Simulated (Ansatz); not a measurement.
Compare A (`C/C(O)=C\[SeH]`) with its isomer B (`C[Se]C(C)=O`).

Computed with Ansatz on PBE0-D4/def2-TZVP structures; ΔE is electronic, products minus reactants. CCSD(T)/CBS adds triple-zeta CCSD(T) − MP2 to the extrapolated MP2 energy (def2 sets, frozen cores). DFT in def2-TZVPP. B3LYP here is the variant with VWN-RPA as its local correlation; programs differ in this. For Se outer-core shells are correlated without core-valence functions, which leaves a few kJ/mol of doubt a bond. Scalar relativity is left out up to krypton. Each species was taken in one conformer, which may not be the lowest.

A:

```xyz
11

C    -0.067    1.237    0.321
C     0.533   -0.062   -0.084
O     1.889   -0.129   -0.001
C    -0.112   -1.148   -0.516
Se   -1.976   -1.206   -0.846
H     0.270    2.038   -0.346
H    -1.153    1.194    0.292
H     0.248    1.494    1.338
H     2.228    0.699    0.348
H     0.464   -2.025   -0.784
H    -2.324   -2.092    0.279
```

B:

Z-matrix (Å, degrees):
```
C
Se 1 1.945
H 1 1.088 2 111.1
H 1 1.090 2 105.6 3 118.1
H 1 1.088 2 111.1 3 -123.8
C 2 1.939 1 102.5 3 62.3
O 6 1.197 2 117.9 1 -179.9
C 6 1.500 2 117.9 1 0.1
H 8 1.092 6 110.5 2 59.9
H 8 1.092 6 110.6 2 -59.1
H 8 1.089 6 108.6 2 -179.7
```

Task: Which is lower in electronic energy at CCSD(T)/CBS, and by how much? (An estimate is asked.)

Result: Ansatz gave: B, by 60.3 kJ/mol.

Task: Give E(B) − E(A) in kJ/mol with B3LYP-D4, HF/def2-TZVPP, ωB97M-V, B2PLYP, CCSD/def2-TZVPP, B3LYP, MP2/def2-TZVPP. (Estimate.)

Result: The calculation gave: B3LYP-D4 -70.2, HF/def2-TZVPP -60.1, ωB97M-V -60.1, B2PLYP -69.8, CCSD/def2-TZVPP -59.3, B3LYP -69.6, MP2/def2-TZVPP -65.8. None reverses the order clearly.

Largest T1 diagnostic: 0.013.

From PBE to PBE0 (25 % exact exchange), in def2-TZVPP and without D4, E(B) − E(A) moves by +10.4 kJ/mol.
